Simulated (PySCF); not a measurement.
OSn, charge -1, doublet, at a GFN2-xTB geometry (such geometries of metal compounds can be far from the true shape) (a state made from the parent by changing its charge; the spin is typed, not shown lowest) (all electrons, no relativity); BLYP/3-21G (PySCF).

Here is a job for PySCF.
```python
from pyscf import gto, scf, dft

mol = gto.M(
    atom='''
Sn   -0.000000   -0.000000   -0.266800
O     0.000000    0.000000    1.667501
''',
    basis='3-21g',
    charge=-1,
    spin=1,
    verbose=4,
)

mf = dft.UKS(mol)
mf.xc = 'blyp'
mf.kernel()
mf.analyze()
```

Write the output that PySCF gives for this input, abridged.


```
PySCF version 2.14.0

[INPUT] verbose = 4
[INPUT] num. atoms = 2
[INPUT] num. electrons = 59
[INPUT] charge = -1
[INPUT] spin (= nelec alpha-beta = 2S) = 1
[INPUT] symmetry False subgroup None
[INPUT] Mole.unit = angstrom
[INPUT] Symbol           X                Y                Z      unit          X                Y                Z       unit  Magmom
[...]
nuclear repulsion = 109.430168504281
number of shells = 18
number of NR pGTOs = 96
number of NR cGTOs = 40
basis = 3-21g
ecp = {}

******** <class 'pyscf.dft.uks.UKS'> ********
method = UKS
initial guess = minao
damping factor = 0
level_shift factor = 0
DIIS = <class 'pyscf.scf.diis.CDIIS'>
diis_start_cycle = 1
diis_space = 8
diis_damp = 0
SCF conv_tol = 1e-09
SCF conv_tol_grad = None
SCF max_cycles = 50
direct_scf = True
direct_scf_tol = 1e-13
number electrons alpha = 30  beta = 29
XC library pyscf.dft.libxc version 7.1.2
    S. Lehtola, C. Steigemann, M. J. T. Oliveira, and M. A. L. Marques,  SoftwareX 7, 1–5 (2018)
XC functionals = blyp
    A. D. Becke,  Phys. Rev. A 38, 3098 (1988)
    C. Lee, W. Yang, and R. G. Parr,  Phys. Rev. B 37, 785 (1988)
    B. Miehlich, A. Savin, H. Stoll, and H. Preuss,  Chem. Phys. Lett. 157, 200 (1989)
radial grids:
    Treutler-Ahlrichs [JCP 102, 346 (1995); DOI:10.1063/1.469408] (M4) radial grids

becke partition: Becke, JCP 88, 2547 (1988); DOI:10.1063/1.454033
pruning grids: <function nwchem_prune>
grids dens level: 3
symmetrized grids: False
atomic radii adjust function: <function treutler_atomic_radii_adjust>
small_rho_cutoff = 0
Set gradient conv threshold to 3.16228e-05
tot grids = 36040
init E= -6060.73379772759

cycle= 1 E= -6073.16946149448  delta_E= -12.4  |g|= 0.937  |ddm|= 1.24
cycle= 2 E= -6066.63956193591  delta_E= 6.53  |g|= 2.09  |ddm|= 7.56
cycle= 3 E= -6073.26466695929  delta_E= -6.63  |g|= 0.723  |ddm|= 7.56
cycle= 4 E= -6073.52967517426  delta_E= -0.265  |g|= 0.387  |ddm|= 1.65
cycle= 5 E= -6073.57270532878  delta_E= -0.043  |g|= 0.314  |ddm|= 0.471
cycle= 6 E= -6073.61214308021  delta_E= -0.0394  |g|= 0.145  |ddm|= 0.328
cycle= 7 E= -6073.62087843851  delta_E= -0.00874  |g|= 0.0648  |ddm|= 1.19
cycle= 8 E= -6073.6205556946  delta_E= 0.000323  |g|= 0.0723  |ddm|= 1.23
cycle= 9 E= -6073.62276341081  delta_E= -0.00221  |g|= 0.0298  |ddm|= 1.22
cycle= 10 E= -6073.62308537103  delta_E= -0.000322  |g|= 0.0124  |ddm|= 1.23
cycle= 11 E= -6073.62312230053  delta_E= -3.69e-05  |g|= 0.0119  |ddm|= 0.177
cycle= 12 E= -6073.62303352912  delta_E= 8.88e-05  |g|= 0.0141  |ddm|= 0.158
cycle= 13 E= -6073.62292715357  delta_E= 0.000106  |g|= 0.0181  |ddm|= 1.21
cycle= 14 E= -6073.623090327  delta_E= -0.000163  |g|= 0.0123  |ddm|= 0.0342
cycle= 15 E= -6073.62316851747  delta_E= -7.82e-05  |g|= 0.00913  |ddm|= 1.21
cycle= 16 E= -6073.62302310908  delta_E= 0.000145  |g|= 0.0155  |ddm|= 1.23
cycle= 17 E= -6073.62306079258  delta_E= -3.77e-05  |g|= 0.0141  |ddm|= 0.156
cycle= 18 E= -6073.62301834635  delta_E= 4.24e-05  |g|= 0.0152  |ddm|= 0.118
cycle= 19 E= -6073.62315902561  delta_E= -0.000141  |g|= 0.0102  |ddm|= 0.0509
cycle= 20 E= -6073.62286309825  delta_E= 0.000296  |g|= 0.0198  |ddm|= 1.24
cycle= 21 E= -6073.62285642809  delta_E= 6.67e-06  |g|= 0.0199  |ddm|= 0.0146
cycle= 22 E= -6073.62290716284  delta_E= -5.07e-05  |g|= 0.0186  |ddm|= 0.02
cycle= 23 E= -6073.6231253573  delta_E= -0.000218  |g|= 0.0122  |ddm|= 1.23
cycle= 24 E= -6073.62309641569  delta_E= 2.89e-05  |g|= 0.0133  |ddm|= 0.21
cycle= 25 E= -6073.62307425428  delta_E= 2.22e-05  |g|= 0.0141  |ddm|= 0.0442
cycle= 26 E= -6073.62291977609  delta_E= 0.000154  |g|= 0.0187  |ddm|= 1.24
cycle= 27 E= -6073.62295443201  delta_E= -3.47e-05  |g|= 0.018  |ddm|= 1.23
cycle= 28 E= -6073.62299609399  delta_E= -4.17e-05  |g|= 0.0166  |ddm|= 0.0457
cycle= 29 E= -6073.62287832365  delta_E= 0.000118  |g|= 0.0197  |ddm|= 1.24
cycle= 30 E= -6073.62277138284  delta_E= 0.000107  |g|= 0.0221  |ddm|= 0.00897
cycle= 31 E= -6073.62307559789  delta_E= -0.000304  |g|= 0.014  |ddm|= 0.402
[...]
cycle= 36 E= -6073.6231083327  delta_E= 1.53e-05  |g|= 0.0128  |ddm|= 1.09
cycle= 37 E= -6073.62312101793  delta_E= -1.27e-05  |g|= 0.0124  |ddm|= 0.317
cycle= 38 E= -6073.62307881826  delta_E= 4.22e-05  |g|= 0.014  |ddm|= 0.0859
cycle= 39 E= -6073.62306565847  delta_E= 1.32e-05  |g|= 0.0145  |ddm|= 0.179
cycle= 40 E= -6073.62307456373  delta_E= -8.91e-06  |g|= 0.0141  |ddm|= 0.057
cycle= 41 E= -6073.62300586309  delta_E= 6.87e-05  |g|= 0.0162  |ddm|= 0.461
cycle= 42 E= -6073.62291618777  delta_E= 8.97e-05  |g|= 0.0186  |ddm|= 1.24
cycle= 43 E= -6073.62284343108  delta_E= 7.28e-05  |g|= 0.0204  |ddm|= 0.00892
cycle= 44 E= -6073.62276409044  delta_E= 7.93e-05  |g|= 0.0223  |ddm|= 0.0143
cycle= 45 E= -6073.62315756935  delta_E= -0.000393  |g|= 0.0109  |ddm|= 1.16
cycle= 46 E= -6073.62315790683  delta_E= -3.37e-07  |g|= 0.0109  |ddm|= 1.23
cycle= 47 E= -6073.62300200816  delta_E= 0.000156  |g|= 0.0164  |ddm|= 1.18
cycle= 48 E= -6073.62311636591  delta_E= -0.000114  |g|= 0.0126  |ddm|= 0.0874
cycle= 49 E= -6073.62306398735  delta_E= 5.24e-05  |g|= 0.0145  |ddm|= 1.23
cycle= 50 E= -6073.62306582699  delta_E= -1.84e-06  |g|= 0.0144  |ddm|= 0.00266
SCF not converged.
SCF energy = -6073.62306582699 after 50 cycles  <S^2> = 0.75464154  2S+1 = 2.0046362
**** SCF Summaries ****
Total Energy =                       -6073.623065826994207
Nuclear Repulsion Energy =             109.430168504281426
One-electron Energy =                -8612.510270495044097
Two-electron Energy =                 2429.457036163768862
Two-electron Coulomb Energy =         2599.462251096757427
DFT Exchange-Correlation Energy =     -170.005214932988679
**** MO energy ****
                             alpha | beta                alpha | beta
[...]
To work with the spin densities directly, `use mulliken_meta_spin()` only printing them here.

 ** Mulliken spin pop alpha/beta on meta-lowdin orthogonal AOs **
 ** Mulliken Spin Density (per AO)  **
spin_pop of  0 Sn 1s       -0.00000
spin_pop of  0 Sn 2s       -0.00000
spin_pop of  0 Sn 3s       -0.00000
spin_pop of  0 Sn 4s       -0.00000
spin_pop of  0 Sn 5s        0.00295
spin_pop of  0 Sn 6s        0.00066
spin_pop of  0 Sn 2px       0.00000
spin_pop of  0 Sn 2py       0.00000
spin_pop of  0 Sn 2pz      -0.00000
spin_pop of  0 Sn 3px       0.00000
spin_pop of  0 Sn 3py       0.00001
spin_pop of  0 Sn 3pz      -0.00000
spin_pop of  0 Sn 4px      -0.00000
spin_pop of  0 Sn 4py       0.00007
spin_pop of  0 Sn 4pz      -0.00000
spin_pop of  0 Sn 5px       0.06818
spin_pop of  0 Sn 5py       0.52893
spin_pop of  0 Sn 5pz      -0.01289
spin_pop of  0 Sn 6px       0.00088
spin_pop of  0 Sn 6py       0.00592
spin_pop of  0 Sn 6pz      -0.00035
spin_pop of  0 Sn 3dxy      0.00000
spin_pop of  0 Sn 3dyz      0.00000
spin_pop of  0 Sn 3dz^2     0.00000
spin_pop of  0 Sn 3dxz      0.00000
spin_pop of  0 Sn 3dx2-y2    0.00000
spin_pop of  0 Sn 4dxy      0.00000
spin_pop of  0 Sn 4dyz      0.00012
spin_pop of  0 Sn 4dz^2    -0.00002
spin_pop of  0 Sn 4dxz      0.00004
spin_pop of  0 Sn 4dx2-y2    0.00000
spin_pop of  1 O 1s       -0.00000
spin_pop of  1 O 2s        0.00307
spin_pop of  1 O 3s       -0.00016
spin_pop of  1 O 2px       0.10965
spin_pop of  1 O 2py       0.28577
spin_pop of  1 O 2pz       0.00680
spin_pop of  1 O 3px       0.00002
spin_pop of  1 O 3py       0.00039
spin_pop of  1 O 3pz      -0.00004
 ** Mulliken Spin Density (per atom)  **
spin density of  0 Sn =      0.59450
spin density of  1 O =      0.40550
 ** Mulliken pop alpha/beta on meta-lowdin orthogonal AOs **
 ** Mulliken pop       alpha | beta **
[...]
In total            30.00000 | 29.00000
 ** Mulliken atomic charges   ( Nelec_alpha | Nelec_beta ) **
charge of  0Sn =     -0.47177  (    25.53313     24.93863 )
charge of  1O =     -0.52823  (     4.46687      4.06137 )

WARN: System has nonzero charge -1; the dipole moment is origin-dependent.
Location of origin: [0. 0. 0.]

Dipole moment(X, Y, Z, Debye): -0.00000, -0.00000, -1.57975
```

The run did not converge; its last values are not results.
